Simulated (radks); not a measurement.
The numbers below are computed, except where a source is named.
H I, 1 electrons, occupied as 1s1.

Level of theory: Dirac Kohn-Sham, exchange-only LDA, spin-unpolarised, spherical densities, point nucleus (a radial shooting solver on a logarithmic mesh with Libxc functionals).

Energy parts (hartree):
part                energy
total             -0.40654
kinetic            0.40655
electron-nucleus  -0.90010
Hartree            0.27493
exchange          -0.18792

Orbitals (lengths in bohr, moments of r in powers of bohr; r(90%) holds 90 % of the orbital's charge):
orbital	occ.	eigenvalue (hartree)	r(90%)	<r^4>	small-component weight
1s1/2	1	-0.19425	3.14	46.80	1.08e-05

The highest occupied level is 1s1/2 at -5.286 eV. Summed over all electrons, <r^2> = 4.105 bohr^2, which gives a Langevin (diamagnetic) susceptibility term of -3.25 x 10^-6 cm^3/mol. The density falls to 0.001 e/bohr^3 at r = 3.06 bohr. For comparison, the ionisation energy in NIST's Atomic Spectra Database is 13.598 eV (theoretical). In exact Kohn-Sham theory the highest level is minus the ionisation energy, but local and semilocal functionals leave it too shallow, through self-interaction and a potential that decays too fast; potentials with the right tail come closer.

Beside tabulated values, note that spin-unpolarised runs miss the spin-polarisation part of the exchange energy of open shells.
